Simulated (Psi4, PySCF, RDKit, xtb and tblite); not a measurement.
Relaxed torsion scan: SMILES C#C[SiH2]C=O (C3H4OSi). Scanned: dihedral C2–Si3–C4–O5; all other coordinates were relaxed at GFN2-xTB. Points at φ and −φ are mirror images.

Atom numbering (GFN2-xTB optimised geometry, Å):
```
9

C      2.3164     0.7438     0.3822
C      1.2533     0.2078     0.5548
Si    -0.3775    -0.6241     0.8079
C     -1.5096     0.0988    -0.5682
O     -2.2123    -0.5673    -1.2839
H      3.2455     1.2150     0.2318
H     -0.2654    -2.0711     0.6520
H     -0.9409    -0.2084     2.0962
H     -1.5096     1.2055    -0.6911
```

Levels: RHF/6-31G* = restricted Hartree-Fock/6-31G*, spherical d // GFN2-xTB (PySCF); UFF // GFN2-xTB (RDKit); GFN2-xTB (xtb and tblite); PBE/def2-TZVP // GFN2-xTB (Psi4); HF/cc-pVTZ // GFN2-xTB (Psi4); MP2/cc-pVTZ = DF-MP2 (frozen core)/cc-pVTZ // GFN2-xTB (Psi4 1.11).

Energies in kJ/mol, each method relative to its own lowest point.

```json
[
 {"φ / °": "-160", "RHF/6-31G*": "0.13", "UFF": "3.39", "GFN2-xTB": "0.43", "PBE/def2-TZVP": "0.06", "HF/cc-pVTZ": "0.09", "MP2/cc-pVTZ": "0.06"},
 {"φ / °": "-140", "RHF/6-31G*": "0.46", "UFF": "6.15", "GFN2-xTB": "0.00", "PBE/def2-TZVP": "0.23", "HF/cc-pVTZ": "0.00", "MP2/cc-pVTZ": "0.18"},
 {"φ / °": "-120", "RHF/6-31G*": "1.23", "UFF": "6.49", "GFN2-xTB": "0.10", "PBE/def2-TZVP": "0.85", "HF/cc-pVTZ": "0.63", "MP2/cc-pVTZ": "0.65"},
 {"φ / °": "-100", "RHF/6-31G*": "2.63", "UFF": "6.60", "GFN2-xTB": "1.01", "PBE/def2-TZVP": "2.10", "HF/cc-pVTZ": "2.29", "MP2/cc-pVTZ": "1.66"},
 {"φ / °": "-80", "RHF/6-31G*": "4.28", "UFF": "3.80", "GFN2-xTB": "2.41", "PBE/def2-TZVP": "3.74", "HF/cc-pVTZ": "4.38", "MP2/cc-pVTZ": "2.97"},
 {"φ / °": "-60", "RHF/6-31G*": "5.37", "UFF": "0.33", "GFN2-xTB": "3.52", "PBE/def2-TZVP": "4.75", "HF/cc-pVTZ": "5.68", "MP2/cc-pVTZ": "3.81"},
 {"φ / °": "-40", "RHF/6-31G*": "5.41", "UFF": "3.49", "GFN2-xTB": "3.70", "PBE/def2-TZVP": "4.24", "HF/cc-pVTZ": "5.46", "MP2/cc-pVTZ": "3.61"},
 {"φ / °": "-20", "RHF/6-31G*": "4.74", "UFF": "6.53", "GFN2-xTB": "3.21", "PBE/def2-TZVP": "2.75", "HF/cc-pVTZ": "4.34", "MP2/cc-pVTZ": "2.64"},
 {"φ / °": "0", "RHF/6-31G*": "4.37", "UFF": "6.79", "GFN2-xTB": "2.90", "PBE/def2-TZVP": "1.96", "HF/cc-pVTZ": "3.75", "MP2/cc-pVTZ": "2.09"},
 {"φ / °": "20", "RHF/6-31G*": "4.74", "UFF": "6.53", "GFN2-xTB": "3.21", "PBE/def2-TZVP": "2.75", "HF/cc-pVTZ": "4.34", "MP2/cc-pVTZ": "2.64"},
 {"φ / °": "40", "RHF/6-31G*": "5.41", "UFF": "3.49", "GFN2-xTB": "3.70", "PBE/def2-TZVP": "4.24", "HF/cc-pVTZ": "5.46", "MP2/cc-pVTZ": "3.61"},
 {"φ / °": "60", "RHF/6-31G*": "5.37", "UFF": "0.33", "GFN2-xTB": "3.52", "PBE/def2-TZVP": "4.75", "HF/cc-pVTZ": "5.68", "MP2/cc-pVTZ": "3.81"},
 {"φ / °": "80", "RHF/6-31G*": "4.28", "UFF": "3.80", "GFN2-xTB": "2.41", "PBE/def2-TZVP": "3.74", "HF/cc-pVTZ": "4.38", "MP2/cc-pVTZ": "2.97"},
 {"φ / °": "100", "RHF/6-31G*": "2.63", "UFF": "6.60", "GFN2-xTB": "1.01", "PBE/def2-TZVP": "2.10", "HF/cc-pVTZ": "2.29", "MP2/cc-pVTZ": "1.66"},
 {"φ / °": "120", "RHF/6-31G*": "1.23", "UFF": "6.49", "GFN2-xTB": "0.10", "PBE/def2-TZVP": "0.85", "HF/cc-pVTZ": "0.63", "MP2/cc-pVTZ": "0.65"},
 {"φ / °": "140", "RHF/6-31G*": "0.46", "UFF": "6.15", "GFN2-xTB": "0.00", "PBE/def2-TZVP": "0.23", "HF/cc-pVTZ": "0.00", "MP2/cc-pVTZ": "0.18"},
 {"φ / °": "160", "RHF/6-31G*": "0.13", "UFF": "3.39", "GFN2-xTB": "0.43", "PBE/def2-TZVP": "0.06", "HF/cc-pVTZ": "0.09", "MP2/cc-pVTZ": "0.06"},
 {"φ / °": "180", "RHF/6-31G*": "0.00", "UFF": "0.00", "GFN2-xTB": "0.71", "PBE/def2-TZVP": "0.00", "HF/cc-pVTZ": "0.20", "MP2/cc-pVTZ": "0.00"}
]
```

Root-mean-square difference from the MP2/cc-pVTZ profile, itself a level with limits, after the best constant shift (kJ/mol): RHF/6-31G* 0.75, UFF 3.03, GFN2-xTB 0.49, PBE/def2-TZVP 0.35, HF/cc-pVTZ 0.82.
